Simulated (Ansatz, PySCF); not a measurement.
Species: In$_{2}$O (charge +1, doublet). 
Structure (B3LYP-D3(BJ)/def2-TZVP (Ansatz, a first-principles code) minimum search):
```xyz
3

In     0.0000     0.0000    -2.0194
O      0.0000     0.0000     0.0000
In     0.0000     0.0000     2.0194
```
Charge +1, spin multiplicity 2.

Total electronic energies in hartree. Correlated levels leave the core frozen unless marked. Open shells are spin-unrestricted. No spin-orbit coupling. Frozen are the shells of the preceding noble gas and the d and f shells that filled before the atom's block. Past Kr the def2 sets carry scalar-relativistic core potentials. CBS(X,Y): correlation extrapolated as X^-3; Hartree-Fock from the larger set.

The T1 diagnostic of CCSD in the largest basis is 0.046, which is high, so the coupled-cluster rows are less sure than usual.

```
level                                       program  energy (Eh)
-----------------------------------  --------------  -----------
PW6B95-D4/def2-TZVPD                  PySCF + dftd4   -455.64806
wB97M-V/def2-TZVPD                           Ansatz   -455.20724
B2GP-PLYP-D4/def2-TZVPD              Ansatz + dftd4   -454.56353
B2PLYP-D3(BJ)/def2-TZVPD             Ansatz + dftd3   -454.73695
RI-MP2/def2-TZVPP                            Ansatz   -453.45201
RI-MP2/CBS(def2-TZVPP,def2-QZVPP)            Ansatz    -453.4982
RI-MP2/CBS(def2-TZVPPD,def2-QZVPPD)          Ansatz    -453.4971
CCSD(T)/def2-TZVPPD                          Ansatz   -453.48906
CCSD(T)/CBS(def2-TZVPP,def2-QZVPP)           Ansatz    -453.5297
```

Totals of different functionals don't rank their quality; only differences between species are comparable.
